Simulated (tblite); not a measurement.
Parent: `[CH3:1][S:2][C@@H:3]1[CH2:4][CH2:5][Si@H:6]1[C:7]#[N:8]` with C1–S2–C3–C4 -75°, S2–C3–C4–C5 -129°, C3–C4–C5–Si6 10°, C4–C5–Si6–C7 -117°, S2–C3–Si6–C5 127°, C5H9NSSi.

Structures optimised with GFN2-xTB, isolated species. One conformer each, not checked by frequencies here.

```json
{"coordinate of the parent": "C1–S2", "value": "1.816 Å"}
{"coordinate of the parent": "S2–C3", "value": "1.818 Å"}
{"coordinate of the parent": "C3–C4", "value": "1.541 Å"}
{"coordinate of the parent": "C4–C5", "value": "1.544 Å"}
{"coordinate of the parent": "C5–Si6", "value": "1.915 Å"}
{"coordinate of the parent": "Si6–C7", "value": "1.866 Å"}
{"coordinate of the parent": "C7≡N8", "value": "1.145 Å"}
{"coordinate of the parent": "C3–Si6", "value": "1.921 Å"}
{"coordinate of the parent": "C1–S2–C3", "value": "99.5°"}
{"coordinate of the parent": "S2–C3–C4", "value": "114.9°"}
{"coordinate of the parent": "S2–C3–Si6", "value": "115.5°"}
{"coordinate of the parent": "C4–C3–Si6", "value": "91.1°"}
{"coordinate of the parent": "C3–C4–C5", "value": "100.1°"}
{"coordinate of the parent": "C4–C5–Si6", "value": "91.3°"}
{"coordinate of the parent": "C5–Si6–C7", "value": "115.1°"}
{"coordinate of the parent": "C3–Si6–C5", "value": "76.1°"}
{"coordinate of the parent": "C3–Si6–C7", "value": "113.1°"}
{"coordinate of the parent": "Si6–C7–N8", "value": "179.4°"}
```

**Question.** How does the shared frame change in `[CH3:1][NH:2][Si@@:3]1([C:4]#[N:5])[CH2:6][CH2:7][C@@H:8]1[S:9][CH3:10]` with C1–N2–Si3–C4 -41°, C7–C8–S9–C10 73°, N2–Si3–C6–C7 121°, Si3–C6–C7–C8 -11°, C6–C7–C8–S9 132°, N2–Si3–C8–C7 -136°, C6H12N2SSi? Atoms pair as C1 = C10, S2 = S9, C3 = C8, C4 = C7, C5 = C6, Si6 = Si3, C7 = C4, N8 = N5 (parent first).

**Answer.** 
```tsv
parent	relative	value in the relative	change
C1–S2	C10–S9	1.818 Å	+0.002
S2–C3	S9–C8	1.815 Å	-0.003
C3–C4	C8–C7	1.538 Å	-0.003
C4–C5	C7–C6	1.543 Å	-0.001
C5–Si6	C6–Si3	1.922 Å	+0.007
Si6–C7	Si3–C4	1.867 Å	+0.001
C7≡N8	C4≡N5	1.145 Å	0.000
C3–Si6	C8–Si3	1.911 Å	-0.010
C1–S2–C3	C10–S9–C8	99.5°	0.0
S2–C3–C4	S9–C8–C7	115.2°	+0.3
S2–C3–Si6	S9–C8–Si3	116.8°	+1.3
C4–C3–Si6	C7–C8–Si3	91.0°	-0.1
C3–C4–C5	C8–C7–C6	100.4°	+0.3
C4–C5–Si6	C7–C6–Si3	90.4°	-0.9
C5–Si6–C7	C6–Si3–C4	111.8°	-3.3
C3–Si6–C5	C8–Si3–C6	76.3°	+0.2
C3–Si6–C7	C8–Si3–C4	117.5°	+4.4
Si6–C7–N8	Si3–C4–N5	177.2°	-2.2
```

Of the parent's bonds, C3–Si6 changes most (-0.010 Å). Bonds of the relative outside the shared frame: C1–N2 1.445, N2–Si3 1.710 Å. Point group C1 → C1.

**Question.** How does the shared frame change in `[CH3:1][S:2][C:3]1=[CH:4][CH2:5][Si@H:6]1[C:7]#[N:8]` with C1–S2–C3–C4 -175°, C5H7NSSi? Atoms pair as C1 = C1, S2 = S2, C3 = C3, C4 = C4, C5 = C5, Si6 = Si6, C7 = C7, N8 = N8 (parent first).

**Answer.** 
```json
{"parent": "C1–S2", "relative": "C1–S2", "value in the relative": "1.818 Å", "change": "+0.002"}
{"parent": "S2–C3", "relative": "S2–C3", "value in the relative": "1.747 Å", "change": "-0.071"}
{"parent": "C3–C4", "relative": "C3=C4", "value in the relative": "1.343 Å", "change": "-0.198"}
{"parent": "C4–C5", "relative": "C4–C5", "value in the relative": "1.511 Å", "change": "-0.033"}
{"parent": "C5–Si6", "relative": "C5–Si6", "value in the relative": "1.923 Å", "change": "+0.008"}
{"parent": "Si6–C7", "relative": "Si6–C7", "value in the relative": "1.866 Å", "change": "0.000"}
{"parent": "C7≡N8", "relative": "C7≡N8", "value in the relative": "1.145 Å", "change": "0.000"}
{"parent": "C3–Si6", "relative": "C3–Si6", "value in the relative": "1.900 Å", "change": "-0.021"}
{"parent": "C1–S2–C3", "relative": "C1–S2–C3", "value in the relative": "99.0°", "change": "-0.5"}
{"parent": "S2–C3–C4", "relative": "S2–C3–C4", "value in the relative": "129.3°", "change": "+14.4"}
{"parent": "S2–C3–Si6", "relative": "S2–C3–Si6", "value in the relative": "136.5°", "change": "+21.0"}
{"parent": "C4–C3–Si6", "relative": "C4–C3–Si6", "value in the relative": "94.2°", "change": "+3.1"}
{"parent": "C3–C4–C5", "relative": "C3–C4–C5", "value in the relative": "105.0°", "change": "+4.9"}
{"parent": "C4–C5–Si6", "relative": "C4–C5–Si6", "value in the relative": "88.1°", "change": "-3.2"}
{"parent": "C5–Si6–C7", "relative": "C5–Si6–C7", "value in the relative": "115.9°", "change": "+0.8"}
{"parent": "C3–Si6–C5", "relative": "C3–Si6–C5", "value in the relative": "72.7°", "change": "-3.4"}
{"parent": "C3–Si6–C7", "relative": "C3–Si6–C7", "value in the relative": "113.5°", "change": "+0.4"}
{"parent": "Si6–C7–N8", "relative": "Si6–C7–N8", "value in the relative": "178.7°", "change": "-0.7"}
```

Of the parent's bonds, C3–C4 changes most (-0.198 Å). Point group C1 → C1.

These are computed values.
